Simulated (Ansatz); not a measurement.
3-fluorobuta-1,2-diene (C4H5F), SMILES C=C=C(C)F.

Coordinates come from a PBE0-D3(BJ)/def2-SVP optimisation.

Two levels are set side by side: PBE/def2-SVPD (Ansatz, a quantum-chemistry and plane-wave program) and PBE0/def2-SVPD (Ansatz). Energy differences of separate SCF runs at the same geometry; the states with an electron removed or added have multiplicity 2 and 2. Differences are taken from unrounded values.

```tsv
quantity	PBE0
vertical ionisation energy (eV)	9.28
vertical singlet–triplet gap (eV)	4.33
```

What does PBE give, and how far is it from PBE0? (An estimate is asked for; the answer gives what the named calculation found.)


```json
[
 {"quantity": "vertical ionisation energy (eV)", "PBE": "9.15", "PBE minus PBE0": "-0.13"},
 {"quantity": "vertical singlet–triplet gap (eV)", "PBE": "4.28", "PBE minus PBE0": "-0.05"}
]
```

On these quantities the two levels nearly agree.
